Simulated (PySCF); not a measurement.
C3H10MgSeSi, SMILES C[Si](C)(C)[Mg][SeH]. Atoms are numbered in the order given.

```xyz
16

Mg    -0.1725     0.4282     0.0473
Se    -1.0846     2.6867     0.3236
H     -0.8283     2.5974     1.7727
Si     0.7881    -1.9630    -0.2667
C     -0.4596    -3.1083    -1.1238
C      1.2324    -2.7570     1.3995
C      2.3640    -1.9490    -1.3247
H     -0.0279    -4.1169    -1.2425
H     -1.3885    -3.2068    -0.5402
H     -0.7294    -2.7388    -2.1257
H      0.3517    -2.8467     2.0549
H      1.9953    -2.1730     1.9380
H      1.6367    -3.7712     1.2393
H      3.1576    -1.3402    -0.8637
H      2.1738    -1.5467    -2.3322
H      2.7514    -2.9759    -1.4402
```

Geometry: PBE0-D3(BJ)/def2-SVP. One conformer was computed; it need not be the lowest.

Computed with ωB97X/def2-TZVP run with PySCF.

ESP charges are fitted to the potential on shells at 1.4 to 2.0 van der Waals radii. Atomic charges (e):

| atom | ESP fit | Mulliken | Löwdin | IAO |
|---|---|---|---|---|
| Mg1 | 0.44 | 0.54 | 0.10 | 1.22 |
| Se2 | -0.47 | ___ | -0.06 | -0.80 |
| H3 | 0.10 | 0.11 | 0.06 | 0.03 |
| Si4 | 0.66 | 0.16 | 0.11 | 0.39 |
| C5 | -0.68 | ___ | -0.44 | -0.71 |
| C6 | -0.75 | ___ | -0.44 | -0.71 |
| C7 | -0.70 | ___ | -0.44 | -0.71 |
| H8 | 0.18 | ___ | 0.12 | 0.14 |
| H9 | 0.13 | ___ | 0.12 | 0.14 |
| H10 | 0.14 | ___ | 0.12 | 0.14 |
| H11 | 0.14 | ___ | 0.12 | 0.14 |
| H12 | 0.15 | ___ | 0.12 | 0.14 |
| H13 | 0.20 | ___ | 0.12 | 0.14 |
| H14 | 0.13 | ___ | 0.12 | 0.14 |
| H15 | 0.15 | ___ | 0.12 | 0.14 |
| H16 | 0.18 | ___ | 0.12 | 0.14 |

Question: Some entries are withheld; supply them. (An estimate is asked for; the answer gives what the named calculation found.)

Answer: 
- Se2, Mulliken: -0.50
- C5, Mulliken: -0.48
- C6, Mulliken: -0.48
- C7, Mulliken: -0.48
- H8, Mulliken: 0.12
- H9, Mulliken: 0.13
- H10, Mulliken: 0.12
- H11, Mulliken: 0.12
- H12, Mulliken: 0.12
- H13, Mulliken: 0.12
- H14, Mulliken: 0.13
- H15, Mulliken: 0.12
- H16, Mulliken: 0.12
